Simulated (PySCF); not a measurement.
## Potential energy of CsS⁺ along the bond

Set-up: Cs def2-SVPD with ECP46, S def2-SVPD; scalar-relativistic core potentials (PySCF 2.14). Energies in eV from Cs⁺ + S in their ground configurations at the same level. State: ³Σ⁻ (triplet), unpaired electrons π ↑↑.

All columns are PBE0. A positive dipole points towards S; it is taken about the centre of mass and depends on that origin.

```csv
R (Å),E (eV),μ (D),Mulliken charge on Cs (basis-dependent),HOMO (eV),LUMO (eV),Mayer bond order,⟨S²⟩
3.270,-0.108,-1.59,0.97,-11.92,-8.83,0.08,2.00
3.422,-0.189,-1.77,0.97,-11.79,-8.66,0.07,2.00
3.574,-0.228,-1.96,0.98,-11.64,-8.51,0.06,2.00
3.688,-0.239,-2.11,0.98,-11.54,-8.40,0.06,2.00
3.802,-0.241,-2.26,0.98,-11.43,-8.29,0.05,2.00
3.916,-0.237,-2.41,0.98,-11.32,-8.19,0.04,2.00
4.068,-0.225,-2.62,0.98,-11.17,-8.06,0.04,2.00
4.258,-0.205,-2.88,0.99,-11.00,-7.91,0.03,2.00
4.486,-0.179,-3.19,0.99,-10.81,-7.74,0.02,2.00
4.790,-0.146,-3.60,1.00,-10.57,-7.53,0.01,2.00
```

A fit through these points gives, at Re = 3.775 Å, μ = -2.22 D and dμ/dR = -1.32 D/Å; the reduced mass is 25.77 u.

Question: How strong is the fundamental in the double-harmonic approximation, I = 42.26·(dμ/dR)²/μred km/mol?

Answer: I = 42.26·(-1.32)²/25.77 = 2.86 km/mol at PBE0.

The bond is weak. Basis-set superposition, not corrected here, can be much of De in a small basis, most of all at correlated wavefunction levels. These are scalar-relativistic numbers at best; spin–orbit coupling would shift them, the dissociation energy most. For an ion De counts to the pair picked by the measured ionisation energies or electron affinities, which need not be the lowest pair at this level. The state is the lowest determinant that a PBE0 search found; another state may lie lower at other levels.
